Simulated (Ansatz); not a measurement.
**Relative stability**

The two ends of one reaction step of SnH₇OF, closed shell (PBE0-D4/def2-TZVP).

A:

```tsv
atom	x (Å)	y (Å)	z (Å)
Sn1	-1.1230	1.2966	-0.5108
H2	-0.5136	-0.1968	-1.1006
H3	-2.1974	1.8611	-1.7176
H4	-1.9879	1.0317	0.9246
H5	0.1471	2.4058	-0.3296
H6	1.1899	-0.5768	1.1699
F7	0.8882	0.1743	1.6658
H8	0.8880	-1.5568	-0.6169
O9	1.4785	-1.7783	0.1135
H10	1.2301	-2.6606	0.4017
```

B:

```tsv
atom	x (Å)	y (Å)	z (Å)
Sn1	-0.7135	1.4650	0.5569
H2	0.1950	-2.4379	-2.2548
H3	-1.0818	0.7085	-0.9187
H4	-2.0346	2.3770	1.1427
H5	0.7511	2.3117	0.6411
H6	0.9263	-0.8192	1.0822
F7	-0.6380	0.0560	1.9022
H8	-0.1067	-1.7705	-2.1078
O9	1.4145	-0.5799	0.2829
H10	1.2877	-1.3107	-0.3266
```

Ansatz 0.2.0; basis: def2-TZVPP; cores frozen in the correlated methods. Filled d shells of the heavier atoms are correlated. Core potentials replace the inner electrons of the atoms past krypton. The def2 sets are not built for correlating such inner shells, so the correlated values are less sure here. B3LYP uses VWN-RPA correlation.

Q: Which structure is lower at CCSD(T), and by how much? (To be estimated.)

A: By the calculation: B, by 0.054 eV (electronic energy, against the other). By their contacts, A is a complex of SnH₄ + H₂O + HF and B is a complex of SnH₃F ([F][SnH3]) + H₂O + H₂.

Q: Do the other methods give the same order? (Judge from chemistry; the calculation decides.)

A: Computed: Not all: SPW92 gives the other order.

```csv
method,E(B) − E(A) (eV)
SPW92,0.175
PBE-D4,-0.078
BLYP-D4,-0.208
r2SCAN-D4,-0.166
B97M-V,-0.154
PBE0-D4,-0.019
B3LYP-D4,-0.139
r2SCAN0-D4,-0.081
BHLYP-D4,-0.110
CAM-B3LYP-D4,-0.106
wB97X-V,-0.150
wB97M-V,-0.122
B2PLYP,-0.132
PBE-QIDH,-0.027
RPA on PBE,-0.103
HF,-0.149
MP2,-0.085
CCSD,-0.041
CCSD(T),-0.054
```

No T1 diagnostic of these runs exceeds 0.013.

Labels in which every atom is bracketed show which atoms are joined, not bond orders.

For scale, one of the runs: CCSD(T)/def2-TZVPP, 210 basis functions, launched by `ansatz run in.yaml --threads 4 --pin off --events-out ev --progress --plain --max-ram 9574MiB`. The run took 26 s on 4 CPU threads of an AMD EPYC 9R45 (shared host), with 3.4 GiB of host memory at its peak.
